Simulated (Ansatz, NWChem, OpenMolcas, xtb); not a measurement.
**A small benchmark: dipole moment**

10 molecules with halogens; the dipole moment in D, computed less measured. Shapes, held fixed at every level: PBE0-D4/def2-TZVP. No vibrational averaging. Dipoles are compared by magnitude; molecules under 1 D, whose direction can flip, are left out. Programs: Ansatz 0.2.0, NWChem 7.3.0, OpenMolcas 26.06, xtb 6.7.1. A level may come from different programs for different species; with the same settings they agree closely. Measured values: NIST CCCBDB.

Levels: A = GFN0-xTB; B = PBE-D4/def2-TZVPP; C = r2SCAN-D4/def2-TZVPP; D = B3LYP/6-31G* (spherical functions); E = PBE0/def2-SVP.

```tsv
molecule	measured	A	B	C	D	E
PF3 (phosphorus trifluoride)	1.03	+0.39	-0.19	-0.18	-0.06	+0.07
CH2F2 (difluoromethane)	1.97	+0.37	-0.25	-0.17	-0.28	-0.11
CH3Br (bromomethane)	1.81	+0.15	+0.02	+0.14	+0.20	+0.02
CH3F (fluoromethane)	1.85	+0.34	-0.18	-0.12	-0.16	-0.04
CHCl2F (dichlorofluoromethane)	1.29	+0.31	-0.13	-0.06	+0.05	+0.04
SCl2O2 (sulfuryl chloride)	1.81	-0.30	-0.18	-0.13	-0.33	-0.18
SiH3Cl (chlorosilane)	1.31	-0.64	-0.15	-0.09	+0.37	+0.06
C2F3N (cyanotrifluoromethane)	1.33	+1.29	+0.15	+0.16	+0.14	-0.05
C2H5Br (bromoethane)	2.03	+0.10	+0.04	+0.18	+0.21	+0.01
C2H5F (SMILES CCF)	1.96	+0.41	-0.21	-0.13	-0.26	-0.12
```

Problem. Which level does best on this set, which worst, and which err to one side?

Solution. 
```tsv
level	kind	mean error	mean absolute error	worst case
GFN0-xTB	semi-empirical	+0.242	0.430	C2F3N
PBE-D4/def2-TZVPP	GGA	-0.108	0.150	CH2F2
r2SCAN-D4/def2-TZVPP	meta-GGA	-0.040	0.136	PF3
B3LYP/6-31G* (spherical functions)	global hybrid	-0.012	0.206	SiH3Cl
PBE0/def2-SVP	global hybrid	-0.030	0.070	SCl2O2
```

On this set PBE0/def2-SVP has the smallest mean absolute error and GFN0-xTB the largest. GFN0-xTB is too high in 8 of 10; PBE-D4/def2-TZVPP is too low in 7 of 10; r2SCAN-D4/def2-TZVPP is too low in 7 of 10. The tabulated value of C2F3N is in doubt (older tables, estimates, or at odds with other calculations) and kept here. Over the 9 molecules whose values aren't doubted the mean absolute errors are A 0.334; B 0.150; C 0.133; D 0.213; E 0.072. Relativity is left out for Br. The set is small.
